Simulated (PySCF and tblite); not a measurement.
Results of a calculation; reference values are marked as such.
C7H6O3, numbered as in [O:1]=[C:2]([OH:3])[C@:4]12[CH:5]=[CH:6][C@H:7]([CH:8]=[CH:9]1)[O:10]2.

Conformers came from 90 starts (ETKDG and KDG, MMFF94s, GFN2-xTB); geometries are GFN2-xTB. Energies: PBE0-D3(BJ)/def2-SVP (IEF-PCM, acetonitrile), with GFN2-xTB thermal terms (modes under about 100 cm⁻¹ blended into free rotors). Symmetry numbers and mirror images are counted. Conformers within 3 kcal/mol (GFN2-xTB free energy) were kept, 7 at most. GIAO shieldings: KT2/pcSseg-1 (IEF-PCM, acetonitrile). Shifts are against TMS (¹H), TMS (¹³C) at the same level. (PySCF 2.14, tblite 0.8.)

Q: Predict the averaged NMR shifts at 298.15 K.

A: ¹H: 7.61 (H6/H8, 2H), 7.53 (H5/H9, 2H), 5.84 (H7, 1H) ppm. ¹³C: 167.8 (C2), 148.0 (C6/C8), 147.8 (C5/C9), 94.6 (C4), 87.3 (C7) ppm.

Q: How do the conformers differ?

A: Torsions listed: O1–C2–O3–H3, O3–C2–C4–O10. The 5-ring runs over atoms 4–5–6–7–10. The 5-ring runs over atoms 4–9–8–7–10.
```json
{"conformer": "1", "shape": "5-ring envelope (ring torsions 0, -34, 54, -54, 34°); 5-ring envelope (ring torsions 0, 34, -54, 54, -34°); 0°, 1°", "weight %": "53.6"}
{"conformer": "2", "shape": "5-ring envelope (ring torsions 0, -34, 54, -54, 34°); 5-ring envelope (ring torsions 0, 34, -54, 54, -34°); 0°, 180°", "weight %": "46.4"}
```

| signal | 1 | 2 | average |
| --- | --- | --- | --- |
| H5/H9 | 7.52 | 7.54 | 7.53 |
| H6/H8 | 7.60 | 7.62 | 7.61 |
| H7 | 5.82 | 5.85 | 5.84 |
| C2 | 168.3 | 167.3 | 167.8 |
| C4 | 94.9 | 94.3 | 94.6 |
| C5/C9 | 147.8 | 147.9 | 147.8 |
| C6/C8 | 147.7 | 148.3 | 148.0 |
| C7 | 87.2 | 87.4 | 87.3 |

H on N, O and S are left out: they exchange, and hydrogen bonds move them by several ppm. Shifts are unscaled: against experiment ¹³C can be off by 15 ppm or more and ¹H by 0.8 ppm.


Conformer gaps in def2-SVP on xTB geometries can be 2 kcal/mol too large for S=O, P=O and other polar bonds.